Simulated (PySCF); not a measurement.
A geometry optimisation on `FC(F)[C@H]1C=CC1`.

Computed with PBE0-D3(BJ)/def2-SVP geometry optimisation, gas phase (PySCF 2.14.0). Start geometry: GFN2-xTB. The command runs a driver script over a list of jobs; the input below is this job's line of settings and its coordinates in Å.

Command:
```bash
OMP_NUM_THREADS=1 python probes_run.py task.json out
```

Input:
```
{"job": {"xc": "PBE0", "basis": "def2-SVP", "d3": "d3bj", "grid": 1, "shake": 0.01, "kind": "geom"}, "charge": 0, "multiplicity": 1}
F      2.352250    -0.698780    -0.573150
C      1.379710     0.291610    -0.668720
F      2.027500     1.473190    -0.576040
C      0.392520     0.159530     0.437070
C     -0.895860     0.973390     0.249750
C     -1.691110    -0.075100     0.146070
C     -0.564760    -1.080380     0.313320
H      0.961490     0.248910    -1.680130
H      0.859560     0.266820     1.423460
H     -1.036620     2.041370     0.246780
H     -2.751940    -0.219620     0.016290
H     -0.371280    -1.711990    -0.542700
H     -0.655650    -1.685830     1.197680
```

Question: Give the output.

Answer: 
```
step   0  E = -393.06345925  max force = 0.031288
step   1  E = -393.06665372  max force = 0.008819
step   2  E = -393.06752439  max force = 0.003772
step   3  E = -393.06773719  max force = 0.001519
step   4  E = -393.06777544  max force = 0.001149
step   5  E = -393.06778455  max force = 0.000829
step   6  E = -393.06778229  max force = 0.000978
step   7  E = -393.06778796  max force = 0.000672
step   8  E = -393.06779460  max force = 0.000449
optimisation converged
```

Energies in Eh; «max force» is the largest Cartesian gradient component in Eh/bohr.

Question: Give the first gradient maximum in eV/Å.

Answer: With 1 Eh/bohr = 51.422 eV/Å, 1.609 eV/Å.

Question: How much energy does the optimisation release, in kJ/mol?

Answer: E(step 0) − E(last step) = 0.004335 Eh, which is 11.4 kJ/mol.

Summary of the converged run: final energy -393.06779 Eh after 8 steps; dipole 2.17 D.

Question: Where do the atoms end?

Answer: 0.049 Å rms from the input after alignment:
```
atom  x, y, z in Å
F1     2.4185   -0.6462   -0.0647
C2     1.4846    0.2544   -0.4489
F3     2.0492    1.4834   -0.3893
C4     0.2929    0.1885    0.4668
C5    -0.9132    0.9965    0.0463
C6    -1.6901   -0.0840   -0.1241
C7    -0.6160   -1.0628    0.2829
H8     1.2181    0.0494   -1.5022
H9     0.6518    0.3544    1.4970
H10   -1.0633    2.0723   -0.0715
H11   -2.7305   -0.2216   -0.4304
H12   -0.2819   -1.7779   -0.4877
H13   -0.8032   -1.6239    1.2123
```

The run took 61 s wall on Arm Neoverse V1, one thread, on a shared host, and the process peaked at 0.50 GiB of memory.
Labels such as C1 count atoms from 1, the log's own numbers from 0.
